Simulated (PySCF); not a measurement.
Cl4Sn, SMILES [Cl][Sn-]([Cl])([Cl])[Cl] (connectivity only; charge and spin as stated), charge -1, multiplicity 2. Atoms are numbered in the order given.

```xyz
5

Sn     0.0000     0.0000     0.0000
Cl    -1.4499     1.4499    -1.4499
Cl     1.4499     1.4499     1.4499
Cl     1.4499    -1.4499    -1.4499
Cl    -1.4499    -1.4499     1.4499
```
Charge -1, spin multiplicity 2.

The structure is a stationary point at PBE0-D3(BJ)/def2-SVPD. The def2 effective core potentials stand for the cores of Sn; spin–orbit coupling is left out.

These are PySCF with CAM-B3LYP/def2-SVPD values and carry that method's errors.

Mulliken values depend strongly on the basis, most of all with diffuse functions as here. ESP charges are fitted to the potential on shells at 1.4 to 2.0 van der Waals radii. Atomic charges (e):

| atom | ESP fit | Mulliken | Mulliken spin |
|---|---|---|---|
| Sn1 | 0.69 | 1.52 | 0.38 |
| Cl2 | -0.42 | -0.63 | 0.15 |
| Cl3 | -0.42 | -0.63 | 0.15 |
| Cl4 | -0.42 | -0.63 | 0.15 |
| Cl5 | -0.42 | -0.63 | 0.15 |
